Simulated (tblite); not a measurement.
Species: C2H9GePS.
Atom-mapped SMILES: `[CH3:1][CH2:2][S:3][GeH2:4][PH2:5]` (hydrogens: H6, H7, H8 on C1; H9, H10 on C2; H11, H12 on Ge4; H13, H14 on P5)

Computed with GFN2-xTB (tblite), gas phase: L-BFGS steps from a force-field or distance-geometry start until the largest atomic force falls under 0.01 eV/Å.

At the end of the run (lengths in Å): P5–H13 1.389, P5–H14 1.388, Ge4–P5 2.301, C1–H7 1.088, C2–H10 1.090, S3–Ge4 2.231, C2–S3 1.832, C2–S3–Ge4 101.4°, S3–Ge4–P5 113.5°, C1–C2–S3 112.1°, C1–C2–S3–Ge4 84°, C2–S3–Ge4–P5 177°, H11–Ge4–S3–C2 53°, H9–C2–S3–Ge4 -39°.

**Question.** These geometries were met on the way; a selection of coordinates is given. Order them by energy above the end point, lowest first.
A. P5–H13 1.384, P5–H14 1.386, Ge4–P5 2.307, C1–H7 1.083, C2–H10 1.089, S3–Ge4 2.245, C2–S3 1.856, C2–S3–Ge4 112.7°, S3–Ge4–P5 112.3°, C1–C2–S3 115.0°, C1–C2–S3–Ge4 56°, C2–S3–Ge4–P5 -157°, H11–Ge4–S3–C2 79°, H9–C2–S3–Ge4 -70°
B. P5–H13 1.459, P5–H14 1.447, Ge4–P5 2.300, C1–H7 1.130, C2–H10 1.130, S3–Ge4 2.202, C2–S3 1.802, C2–S3–Ge4 114.7°, S3–Ge4–P5 105.7°, C1–C2–S3 115.0°, C1–C2–S3–Ge4 51°, C2–S3–Ge4–P5 -155°, H11–Ge4–S3–C2 91°, H9–C2–S3–Ge4 -76°
C. P5–H13 1.393, P5–H14 1.390, Ge4–P5 2.296, C1–H7 1.091, C2–H10 1.090, S3–Ge4 2.250, C2–S3 1.831, C2–S3–Ge4 108.3°, S3–Ge4–P5 111.0°, C1–C2–S3 113.2°, C1–C2–S3–Ge4 64°, C2–S3–Ge4–P5 -162°, H11–Ge4–S3–C2 73°, H9–C2–S3–Ge4 -61°
D. P5–H13 1.380, P5–H14 1.392, Ge4–P5 2.351, C1–H7 1.075, C2–H10 1.080, S3–Ge4 2.264, C2–S3 1.859, C2–S3–Ge4 114.1°, S3–Ge4–P5 112.0°, C1–C2–S3 116.1°, C1–C2–S3–Ge4 52°, C2–S3–Ge4–P5 -154°, H11–Ge4–S3–C2 86°, H9–C2–S3–Ge4 -76°
E. P5–H13 1.405, P5–H14 1.415, Ge4–P5 2.331, C1–H7 1.057, C2–H10 1.065, S3–Ge4 2.228, C2–S3 1.846, C2–S3–Ge4 114.8°, S3–Ge4–P5 107.5°, C1–C2–S3 114.9°, C1–C2–S3–Ge4 51°, C2–S3–Ge4–P5 -155°, H11–Ge4–S3–C2 89°, H9–C2–S3–Ge4 -74°

**Answer.** C (0.073 eV), A (0.127 eV), D (0.221 eV), E (0.490 eV), B (0.888 eV).

```csv
step,E above end (eV),"rms distance from the end, all atoms (Å)",largest force (eV/Å),rms shift of all bonds from the end (Å)
16,0.073,0.295,0.204,0.006
12,0.127,0.336,0.343,0.011
4,0.221,0.373,0.702,0.021
2,0.490,0.388,1.161,0.019
0,0.888,0.401,1.892,0.035
```

Rows stand in the order of the answer.
